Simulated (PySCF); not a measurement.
BH3, SMILES B (connectivity only; charge and spin as stated), charge +1, multiplicity 2.

The structure is a stationary point at r2SCAN-D4/def2-TZVPD. The multiplicity is an assumed one; other spin states were not compared. The isomer is the one that the SMILES or the coordinates give; other isomers of the formula were not compared.

Method: PBE/def2-TZVPD run with PySCF.

The molecule is in vacuum.

Computed frontier levels, dipole moment and polarisability:
| Item | Result |
|---|---|
| α spin, highest occupied and lowest empty level | -16.49 and -11.82 eV |
| β spin, highest occupied and lowest empty level | -18.38 and -14.36 eV |
| dipole moment about the centre of nuclear charge | 1.15 D |
| mean static polarisability | 13.3 bohr³ (1.96 Å³) |
| polarisability, principal values | 10.3, 14.5, 15.0 bohr³ |
| ⟨S²⟩ | 0.753 (pure state 0.75) |
